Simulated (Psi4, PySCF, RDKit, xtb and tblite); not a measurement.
Conformational energy of C10H10O2, SMILES C=Cc1cccc(C(=O)OC)c1. Scanned: dihedral C6–C7–C8–O9; all other coordinates were relaxed at GFN2-xTB. Points at φ and −φ are mirror images.

Atom numbering (GFN2-xTB optimised geometry, Å):
```
22

C      3.6001     1.2639    -0.1406
C      3.2046    -0.0019    -0.0843
C      1.8267    -0.4796    -0.0447
C      1.5871    -1.8542     0.0306
C      0.2989    -2.3565     0.0708
C     -0.7864    -1.5005     0.0361
C     -0.5681    -0.1266    -0.0397
C     -1.6876     0.8442    -0.0819
O     -1.5503     2.0420    -0.1444
O     -2.8909     0.2493    -0.0434
C     -4.0101     1.1201    -0.0824
C      0.7274     0.3743    -0.0793
H      2.9103     2.0895    -0.1628
H      4.6450     1.5215    -0.1661
H      3.9519    -0.7862    -0.0630
H      2.4262    -2.5353     0.0582
H      0.1407    -3.4234     0.1293
H     -1.7944    -1.8821     0.0665
H     -4.0064     1.7017    -1.0068
H     -4.8917     0.4860    -0.0331
H     -3.9845     1.8097     0.7641
H      0.8514     1.4441    -0.1385
```

Computed with: UFF // GFN2-xTB (RDKit); RMP2/3-21G = restricted MP2 (frozen core)/3-21G // GFN2-xTB (PySCF); GFN2-xTB (xtb and tblite); RHF/STO-3G = restricted Hartree-Fock/STO-3G // GFN2-xTB (PySCF); RKS-M06-2X/6-31G* = restricted M06-2X/6-31G*, spherical d, density fitting // GFN2-xTB run with PySCF; PBE-D3(BJ)/def2-SVP // GFN2-xTB (Psi4).

Energies in kJ/mol, each method relative to its own lowest point.

```json
[
 {"φ / °": "-150", "UFF": "4.4", "RMP2/3-21G": "9.5", "GFN2-xTB": "2.7", "RHF/STO-3G": "4.6", "RKS-M06-2X/6-31G*": "6.0", "PBE-D3(BJ)/def2-SVP": "6.2"},
 {"φ / °": "-120", "UFF": "19.3", "RMP2/3-21G": "31.6", "GFN2-xTB": "10.7", "RHF/STO-3G": "15.7", "RKS-M06-2X/6-31G*": "22.3", "PBE-D3(BJ)/def2-SVP": "21.8"},
 {"φ / °": "-90", "UFF": "32.2", "RMP2/3-21G": "47.6", "GFN2-xTB": "16.1", "RHF/STO-3G": "22.2", "RKS-M06-2X/6-31G*": "34.5", "PBE-D3(BJ)/def2-SVP": "33.3"},
 {"φ / °": "-60", "UFF": "22.0", "RMP2/3-21G": "33.2", "GFN2-xTB": "11.3", "RHF/STO-3G": "15.9", "RKS-M06-2X/6-31G*": "23.4", "PBE-D3(BJ)/def2-SVP": "23.0"},
 {"φ / °": "-30", "UFF": "5.2", "RMP2/3-21G": "10.5", "GFN2-xTB": "3.3", "RHF/STO-3G": "4.9", "RKS-M06-2X/6-31G*": "6.8", "PBE-D3(BJ)/def2-SVP": "6.9"},
 {"φ / °": "0", "UFF": "0.1", "RMP2/3-21G": "0.2", "GFN2-xTB": "0.5", "RHF/STO-3G": "0.0", "RKS-M06-2X/6-31G*": "0.4", "PBE-D3(BJ)/def2-SVP": "0.2"},
 {"φ / °": "30", "UFF": "5.2", "RMP2/3-21G": "10.5", "GFN2-xTB": "3.3", "RHF/STO-3G": "4.9", "RKS-M06-2X/6-31G*": "6.8", "PBE-D3(BJ)/def2-SVP": "6.9"},
 {"φ / °": "60", "UFF": "22.0", "RMP2/3-21G": "33.2", "GFN2-xTB": "11.3", "RHF/STO-3G": "15.9", "RKS-M06-2X/6-31G*": "23.4", "PBE-D3(BJ)/def2-SVP": "23.0"},
 {"φ / °": "90", "UFF": "32.2", "RMP2/3-21G": "47.6", "GFN2-xTB": "16.1", "RHF/STO-3G": "22.2", "RKS-M06-2X/6-31G*": "34.5", "PBE-D3(BJ)/def2-SVP": "33.3"},
 {"φ / °": "120", "UFF": "19.3", "RMP2/3-21G": "31.6", "GFN2-xTB": "10.7", "RHF/STO-3G": "15.7", "RKS-M06-2X/6-31G*": "22.3", "PBE-D3(BJ)/def2-SVP": "21.8"},
 {"φ / °": "150", "UFF": "4.4", "RMP2/3-21G": "9.5", "GFN2-xTB": "2.7", "RHF/STO-3G": "4.6", "RKS-M06-2X/6-31G*": "6.0", "PBE-D3(BJ)/def2-SVP": "6.2"},
 {"φ / °": "180", "UFF": "0.0", "RMP2/3-21G": "0.0", "GFN2-xTB": "0.0", "RHF/STO-3G": "0.0", "RKS-M06-2X/6-31G*": "0.0", "PBE-D3(BJ)/def2-SVP": "0.0"}
]
```

Root-mean-square difference from the PBE-D3(BJ)/def2-SVP profile, itself a level with limits, after the best constant shift (kJ/mol): UFF 0.8, RMP2/3-21G 4.9, GFN2-xTB 6.0, RHF/STO-3G 3.8, RKS-M06-2X/6-31G* 0.5.
